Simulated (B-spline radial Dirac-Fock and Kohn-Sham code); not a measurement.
## Ce⁵⁰⁺: scattering cross sections and density moments

System: Ce⁵⁰⁺, 1s2 2s2 2p4.

Level of theory: Dirac-Fock densities; a radial B-spline solver.

- Sum of ⟨r⟩: 0.6064 bohr
- Sum of ⟨r²⟩: 0.06408 bohr²
- Sum of ⟨1/r⟩: 215.45 per bohr
- Langevin diamagnetic susceptibility: -0.0508 × 10⁻⁶ cm³/mol
- Lamb shielding (α²/3)Σ⟨1/r⟩: 3824 ppm

Coherent scattering is the Thomson cross section weighted by f₀², without anomalous dispersion; incoherent scattering is Klein-Nishina weighted by S. The Lamb formula is the non-relativistic shielding expression. Electron correlation is left out. A dash stands where the photon energy is too low for the impulse approximation behind that column.

```csv
hν (keV),coherent (b),incoherent (b),incoherent per electron (b)
1,42.56,–,–
5,42.17,–,–
10,40.99,–,–
17.4793,38.04,–,–
20,36.80,–,–
100,8.562,2.373,0.297
500,0.5908,2.151,0.269
1000,0.1573,1.642,0.205
```

Incoherent scattering overtakes coherent scattering between 100 and 500 keV.

Values without a named source are computed, but for edge energies of neutral atoms, which are taken from tables.
